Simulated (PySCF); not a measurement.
H2Sn, SMILES [SnH2+], charge +1, multiplicity 2. Atoms are numbered in the order given.

```xyz
3

Sn     0.0000     0.0000     0.0337
H      0.0000     1.5150    -0.8417
H      0.0000    -1.5150    -0.8417
```
Charge +1, spin multiplicity 2.

Geometry optimised at PBE-D3(BJ)/def2-TZVPD. The def2 effective core potentials stand for the cores of Sn; spin–orbit coupling is left out.

Computed with ωB97X/def2-TZVPD (PySCF).

Isolated molecule, no solvent.

Computed frontier levels, dipole moment and polarisability:
| Property | Result |
|---|---|
| α spin, highest occupied and lowest empty level | -15.62 and -7.43 eV |
| β spin, highest occupied and lowest empty level | -17.95 and -8.77 eV |
| dipole moment about the centre of nuclear charge | 0.15 D |
| mean static polarisability | 31.8 bohr³ (4.71 Å³) |
| polarisability, principal values | 26.0, 29.6, 39.7 bohr³ |
| ⟨S²⟩ | 0.756 (pure state 0.75) |
